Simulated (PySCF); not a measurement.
SMILES O[Se][SeH] (H2OSe2), singlet, PBE0/def2-SVP optimised geometry.

```
5

Se     1.25    -0.73     0.00
O      1.69    -0.58     1.74
H      1.66    -1.47     2.12
Se    -1.06    -0.73     0.00
H     -1.25     0.73     0.00
```

Density from PBE0/def2-TZVP (PySCF 2.14.0) at that geometry.

Minimum of the electron density along straight lines between bonded atoms, close to the bond critical point (lines longer than 1.1 times the sum of covalent radii, or with two minima, are not listed):

```csv
bond,length / Å,ρ at the minimum / e bohr⁻³,∇²ρ there / e bohr⁻⁵,position (fraction from the first atom)
Se1–O2,1.806,___,0.18,0.47
O2–H3,0.967,0.358,___,0.81
Se1–Se4,2.310,___,-0.05,0.50
Se4–H5,1.478,0.175,-0.33,0.63
```

### Question
Some entries are withheld; supply them.

### Answer

- Se1–O2, ρ at the minimum / e bohr⁻³: 0.161
- O2–H3, ∇²ρ there / e bohr⁻⁵: -2.42
- Se1–Se4, ρ at the minimum / e bohr⁻³: 0.110
